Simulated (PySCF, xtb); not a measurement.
3-fluorothiophene (C4H3FS), SMILES c1(cscc1)F.

Harmonic wavenumbers (cm⁻¹) from GFN2-xTB in xtb at its own minimum, in rising order: 262, 364, 408, 520, 572, 640, 732, 756, 829, 830, 876, 961, 1066, 1111, 1176, 1392, 1457, 1571, 3152, 3174, 3184.

What does B3LYP-D3(BJ)/def2-SVP in PySCF give at its own minimum? (An estimate is asked for; the answer gives what the named calculation found.)

278, 402, 467, 550, 626, 666, 669, 784, 836, 869, 890, 976, 1071, 1170, 1249, 1450, 1475, 1619, 3227, 3256, 3268. Paired by order, the mean absolute difference is 42 cm⁻¹ and the zero-point energies are 35.8 and 36.9 kcal/mol.
